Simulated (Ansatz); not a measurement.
Consider the atomization: `F[B]1[SiH2][O][Al]1[SH]` → Al• + B• + F• + 3 H• + O• + S• + Si•.

Computed with Ansatz on PBE0-D4/def2-TZVP structures; ΔE is electronic, products minus reactants. CCSD(T)/CBS is the MP2 limit (def2-TZVPP, def2-QZVPP) plus CCSD(T) − MP2 in def2-TZVPP, frozen cores. This one scheme is used for every species, atoms too. For atomizations the MP2-based limit and the directly extrapolated one differ by several kJ/mol either way, and by 10 to 25 for some Ge, Se and Sn compounds, so smaller differences from it don't rank the levels. DFT in def2-TZVPP. HSE06 is defined as in plane-wave codes. No spin–orbit coupling; open shells (•) take unrestricted orbitals. Spin–orbit coupling would lower the free atoms: a little for Al, B, F, O, S, Si. Each species was taken in one conformer, which may not be the lowest.

**Question.** What is ΔE at CCSD(T)/CBS? (Estimate.)

**Answer.** Computed: +776.6 kcal/mol.

**Question.** What do these levels give: HSE06-D4, CAM-B3LYP-D4, PBE-QIDH, r2SCANh, r2SCAN0, HF/def2-SVP? (An estimate is asked.)

**Answer.** Ansatz gave: HSE06-D4 773.6, CAM-B3LYP-D4 775.7, PBE-QIDH 770.3, r2SCANh 775.9, r2SCAN0 764.9, HF/def2-SVP 557.7 kcal/mol.

Largest T1 diagnostic among the species: 0.018.

In def2-TZVPP, CCSD(T) changes the Hartree–Fock value by +189.0 kcal/mol (the triples alone add +14.9 kcal/mol) and MP2 by +213.2 kcal/mol; breaking electron pairs costs correlation energy, which Hartree–Fock lacks. Leaving LDA and LC-ωPBE aside and taking each functional with its dispersion term where it has one, the values, not all of them listed here, spread over 43.4 kcal/mol, from BHLYP-D4 to PBE-D4. LDA lies +109.0 kcal/mol from PBE without D4, its usual overbinding.
